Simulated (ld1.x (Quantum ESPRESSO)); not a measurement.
**How hard is this In TM semilocal potential?**

In (Z = 49), norm-conserving Troullier–Martins (semilocal form), made with ld1.x (Quantum ESPRESSO) 7.5 (PBE, scalar-relativistic). Core [Kr], reference 4d10 5s2 5p1. Waves: 5p (bound): rc 2.90 bohr; 4d (bound): rc 1.55 bohr; 5s (bound): rc 1.80 bohr. Local part: the s channel. Core correction: none.

The pseudo-atom Hamiltonian at the reference potential is diagonalised in spherical Bessel functions j_l(qr) that vanish at 20 bohr, with q² up to the cutoff. All-electron valence levels (Ry): 5p -0.1851, 4d -1.3688, 5s -0.6035.

Problem. How do the lowest levels (Ry) of each channel move with the cutoff, and are there ghosts?

Solution.

```
cutoff (Ry)     p #1     d #1    d #2     s #1     s #2  Σ f·Δε (mRy)
          8  -0.1838   0.0201  0.0833  -0.5883  -0.0259       13921.1
         18  -0.1850  -0.3878  0.0521  -0.5976  -0.0266        9822.3
         35  -0.1851  -1.0882  0.0484  -0.6020  -0.0270        2808.4
         60  -0.1851  -1.3566  0.0476  -0.6033  -0.0271         122.3
        100  -0.1851  -1.3686  0.0476  -0.6035  -0.0271           1.9
        160  -0.1851  -1.3688  0.0476  -0.6035  -0.0271           0.1
        400  -0.1851  -1.3688  0.0476  -0.6035  -0.0271           0.0
```

Result: no extra level below or beside the all-electron valence levels (p, d, s tested); the semilocal form is local in each channel, so this says nothing of the separable form that plane-wave codes build from it; 10 mRy is reached at 80 Ry and 1 mRy at 120 Ry.
